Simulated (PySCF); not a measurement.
# Orbital picture of NaPb⁺

BLYP at R = 3.446 Å; Na cc-pVDZ, Pb cc-pVDZ-PP with ECP60; scalar-relativistic core potentials (PySCF 2.14). State: ³Π (triplet), unpaired electrons σ ↑, π ↑. Only the outer orbitals are listed, counted within each symmetry, core potentials removing the inner ones.

```tsv
spin	orbital	occ.	ε (eV)	on Na (%)	main shells (%)
α	1δ	1	-25.80	0	100 Pb d
α	3π	1	-25.75	0	100 Pb d
α	1δ	1	-25.64	0	100 Pb d
α	3π	1	-25.43	0	100 Pb d
α	6σ	1	-25.43	0	100 Pb d
α	7σ	1	-16.68	1	99 Pb s
α	8σ	1	-8.79	33	66 Pb p, 24 Na s
α	4π	1	-7.95	4	96 Pb p
α	4π	0	-8.02	4	96 Pb p
α	9σ	0	-6.21	83	80 Na s, 17 Pb p
α	5π	0	-4.16	96	96 Na p
β	1δ	1	-25.70	0	100 Pb d
β	3π	1	-25.63	0	100 Pb d
β	1δ	1	-25.50	0	100 Pb d
β	3π	1	-25.21	0	100 Pb d
β	6σ	1	-25.20	0	100 Pb d
β	7σ	1	-15.98	2	98 Pb s
β	8σ	0	-7.88	39	60 Pb p, 34 Na s
β	4π	0	-7.65	3	97 Pb p
β	4π	0	-6.93	4	96 Pb p
```

Question: Which are the highest filled and the lowest empty level, where do they sit, and how wide is the gap?

Answer: Highest filled α 4π at -7.95 eV (in %: 96 Pb p); lowest empty α 4π at -8.02 eV (in %: 96 Pb p); the gap at BLYP is -0.07 eV. Both belong to one degenerate shell, split only by its one-sided filling, so this is no excitation gap.

```
bond order (Mayer)                                                                                                 : 0.55
⟨S²⟩                                                                                                               : 2.001
charge on Na (Mulliken, basis-dependent)                                                                           : 0.60
charge on Na (Löwdin, basis-dependent)                                                                             : 0.58
dipole moment (positive dipole points towards Pb; it is taken about the centre of mass and depends on that origin) : -10.05 D
```

Spin–orbit coupling is left out, which matters for elements this heavy, above all for dissociation energies. Counting both spins, an empty level lies below a filled one in this solution, because spin and occupation are held. The state was picked by a PBE0 search and need not be the measured ground state.
